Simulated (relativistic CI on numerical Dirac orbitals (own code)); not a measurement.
# Energy levels of Ho2+

Computed by Dirac-Coulomb-Breit CI, KLI orbitals optimised for each configuration, a model potential for QED, valence Slater integrals scaled by 0.8 (own radial code, finite nucleus).

CI space (outside the closed core [Xe]): 4f11.

The lowest level is 4f11 4I°_15/2, with 97 % of that term; Hund's rules for 4f11 give 4I° with J = 15/2, in agreement.

```tsv
No.	Configuration	Term	J	E (cm⁻¹)	%	Next component (%)	jj configuration (%)
1	4f11	4I°	15/2	0.0	97	3 2K°	4f7/2^5 (76)
2	4f11	4I°	13/2	5400.8	99	1 2K°	4f5/2^5 4f7/2^6 (91)
3	4f11	4I°	11/2	8439.9	83	16 2H°	4f5/2^4 4f7/2^7 (43)
4	4f11	4I°	9/2	10396.6	61	23 2H°	4f7/2^5 (38)
5	4f11	4F°	9/2	13822.0	58	22 2G°	4f7/2^5 (54)
6	4f11	2H°	11/2	16633.7	66	18 4G°	4f7/2^5 (46)
7	4f11	4S°	3/2	17157.3	65	19 2P°	4f7/2^5 (64)
8	4f11	4F°	7/2	18750.2	89	11 2G°	4f5/2^5 4f7/2^6 (89)
9	4f11	4F°	5/2	20288.9	85	15 2D°	4f5/2^5 4f7/2^6 (52)
10	4f11	4F°	3/2	20473.7	59	21 2D°	4f5/2^5 4f7/2^6 (75)
11	4f11	4F°	9/2	20933.5	31	30 2H°	4f5/2^5 4f7/2^6 (48)
12	4f11	2K°	15/2	23194.7	92	5 2L°	4f5/2^5 4f7/2^6 (62)
13	4f11	4G°	11/2	23995.6	78	21 2H°	4f5/2^5 4f7/2^6 (63)
14	4f11	2G°	7/2	24575.4	67	21 4G°	4f5/2^4 4f7/2^7 (43)
15	4f11	4G°	9/2	25177.1	72	16 2H°	4f5/2^5 4f7/2^6 (77)
16	4f11	2K°	13/2	27653.3	92	7 2I°	4f5/2^5 4f7/2^6 (53)
17	4f11	2P°	3/2	28072.4	35	27 4F°	4f5/2^4 4f7/2^7 (63)
18	4f11	2P°	1/2	29519.0	95	5 4D°	4f5/2^5 4f7/2^6 (89)
19	4f11	4G°	7/2	30395.8	75	22 2G°	4f5/2^4 4f7/2^7 (90)
20	4f11	4G°	5/2	30635.8	68	24 2D°	4f5/2^5 4f7/2^6 (64)
21	4f11	2G°	9/2	30935.6	36	32 2H°	4f5/2^3 4f7/2^8 (55)
22	4f11	2D°	5/2	31179.8	60	24 4G°	4f5/2^4 4f7/2^7 (74)
23	4f11	2D°	5/2	35749.3	49	48 4D°	4f5/2^5 4f7/2^6 (48)
24	4f11	2I°	11/2	36093.3	71	27 2H°	4f5/2^5 4f7/2^6 (81)
25	4f11	2L°	17/2	36194.2	100		4f5/2^5 4f7/2^6 (100)
26	4f11	2D°	3/2	37152.7	47	42 2P°	4f5/2^4 4f7/2^7 (51)
27	4f11	4D°	7/2	37405.2	93	5 2F°	4f5/2^5 4f7/2^6 (61)
28	4f11	2I°	13/2	37830.4	93	7 2K°	4f5/2^5 4f7/2^6 (56)
29	4f11	4D°	3/2	39850.4	71	26 2D°	4f5/2^5 4f7/2^6 (75)
30	4f11	2L°	15/2	41273.0	95	5 2K°	4f5/2^4 4f7/2^7 (83)
31	4f11	2H°	9/2	42628.7	96	3 2G°	4f5/2^5 4f7/2^6 (68)
32	4f11	4D°	1/2	43786.0	95	5 2P°	4f5/2^4 4f7/2^7 (89)
33	4f11	2H°	11/2	44874.2	70	28 2I°	4f5/2^4 4f7/2^7 (91)
34	4f11	4D°	5/2	44897.8	46	39 2D°	4f5/2^4 4f7/2^7 (72)
35	4f11	2F°	7/2	49009.7	89	6 4D°	4f5/2^4 4f7/2^7 (57)
36	4f11	2D°	3/2	50017.9	72	25 4D°	4f5/2^3 4f7/2^8 (53)
37	4f11	2F°	5/2	56453.1	80	13 2D°	4f5/2^3 4f7/2^8 (72)
38	4f11	2G°	7/2	60019.5	97	3 2F°	4f5/2^5 4f7/2^6 (76)
39	4f11	2G°	9/2	63355.3	97	2 2H°	4f5/2^4 4f7/2^7 (61)
40	4f11	2F°	5/2	83834.9	100		4f5/2^5 4f7/2^6 (85)
41	4f11	2F°	7/2	87962.7	98	2 2G°	4f5/2^4 4f7/2^7 (79)
```

Energies count from the lowest computed level; ° marks odd parity. Filled j subshells are mostly left out of the jj labels.

The mean weight of the leading LS term, summed over parents, in these 41 levels is 76 %, and that of the leading jj configuration (from the same eigenvectors) 67 %.

One configuration and one scale for all Slater integrals: terms of lower spin can come out thousands of cm⁻¹ low, and their order can be wrong. 8 of the 67 excited levels that our extract of the measured tables holds in this range could be paired (the sources list more); they are missed by 557 cm⁻¹ on average and 1295 at most, and levels without a partner can miss by more. Some levels of the ground configuration have no partner and can miss by 10 % or more.

LS names give the leading component of a level, which can be under half, so a name can repeat, a term be missing and a line seem to break the LS rules.
